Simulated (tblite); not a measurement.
A tight-binding relaxation on `C=C[SiH2][SiH2][SiH2][SiH2]` [radical].

Computed with GFN2-xTB geometry optimisation, gas phase (tblite 0.8.0). Start geometry: from a force field or distance geometry. The command runs a driver script over a list of jobs; the input below is this job's line of settings and its coordinates in Å.

Command:
```bash
OMP_NUM_THREADS=1 python probes_run.py task.json out
```

Input:
```
{"job": {"kind": "relax", "xc": "GFN2-xTB", "basis": "xTB"}, "charge": 0, "multiplicity": 2}
C     -3.459200    -0.638700     0.835100
C     -2.153300    -0.561000     0.673100
Si    -1.321100     0.875900    -0.108500
Si     0.562800     0.223200    -1.071600
Si     2.379900     0.927400    -0.013500
Si     3.558900    -0.876100     0.539000
H     -4.116400     0.172700     0.488100
H     -3.964000    -1.476500     1.307300
H     -1.485900    -1.372700     1.026600
H     -2.240700     1.322000    -1.176400
H     -1.147700     1.916000     0.904500
H      0.572800     0.666900    -2.470400
H      0.543900    -1.249100    -1.090100
H      2.106900     1.717300     1.171200
H      3.212800     1.685100    -0.998300
H      4.387800    -1.394900    -0.555500
H      2.555500    -1.925500     0.828200
```

Output:
```
step      E/eV     max force
  0    -453.08416    1.618
  1    -453.19876    0.795
  2    -453.24945    0.622
  3    -453.28067    0.578
  4    -453.32879    0.495
  5    -453.36569    0.328
  6    -453.38492    0.321
  7    -453.41176    0.395
  8    -453.43858    0.428
  9    -453.46295    0.396
... (257 lines left out)
267    -453.66949    0.028
268    -453.66957    0.023
269    -453.66965    0.015
270    -453.66973    0.029
271    -453.66980    0.026
272    -453.66986    0.021
273    -453.66989    0.011
274    -453.66991    0.015
275    -453.66992    0.013
276    -453.66993    0.009
```

«max force» is the largest atomic force in eV/Å.

**Question.** From which step on does the largest force stay under 0.1 eV/Å, and how much energy is left to gain from there?

**Answer.** From step 214 (0.070 eV/Å), 17.7 meV above the end.

Main results: energy lowered by 13.5 kcal/mol over 276 steps; largest atomic force 0.009 eV/Å at the end.

**Question.** Give the final coordinates.

**Answer.** 1.264 Å rms from the input after alignment:
```
atom  x, y, z in Å
C1    -3.4457   -0.4561    0.9668
C2    -2.3489    0.2832    0.9286
Si3   -1.6276    1.0648   -0.6239
Si4    0.3907    0.0241   -1.1160
Si5    2.1130    0.0524    0.4544
Si6    4.1801   -0.8448    0.1187
H7    -4.0289   -0.6442    0.0789
H8    -3.8213   -0.9054    1.8745
H9    -1.8039    0.4390    1.8536
H10   -2.6532    0.9982   -1.6750
H11   -1.4167    2.4924   -0.3294
H12    0.9404    0.5914   -2.3629
H13    0.1632   -1.3899   -1.4739
H14    1.6030   -0.5688    1.6950
H15    2.3472    1.4613    0.8358
H16    5.0625   -0.2882   -0.9144
H17    4.3391   -2.2974   -0.0218
```

On one thread, Intel Xeon at 2.50 GHz (x86_64), no GPU, shared host with 64 logical CPUs at a one-minute load of 62, this took 5.3 s of wall time.
Labels such as C1 count atoms from 1, the log's own numbers from 0.
